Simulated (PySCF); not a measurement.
HfOF, SMILES [F][Hf]=[O] (connectivity only; charge and spin as stated), neutral, multiplicity 2.

Geometry: PBE-D3(BJ)/def2-TZVP. The multiplicity is an assumed one; other spin states were not compared. The def2 effective core potentials stand for the cores of Hf; spin–orbit coupling is left out.

Two levels are set side by side: PBE/def2-TZVPD (PySCF) and PBE0/def2-TZVPD (PySCF). Same geometry, gas phase. Differences are taken from unrounded values.

```
quantity                      PBE
---------------------------  ----
α-spin orbital gap (eV)      1.81
β-spin orbital gap (eV)      3.29
dipole moment (D)            4.57
mean polarisability (bohr³)  72.9
```

Q: These are the PBE values. What does PBE0 give? (The exact figures need the calculation; the answer reports its results.)

A: 
| quantity | PBE0 | PBE minus PBE0 |
|---|---|---|
| α-spin orbital gap (eV) | 3.47 | -1.66 |
| β-spin orbital gap (eV) | 5.52 | -2.23 |
| dipole moment (D) | 4.92 | -0.34 |
| mean polarisability (bohr³) | 74.0 | -1.1 |

Rough cost on one machine, each run with all the roots and properties that it gave: PBE0 against PBE within a factor of 2.
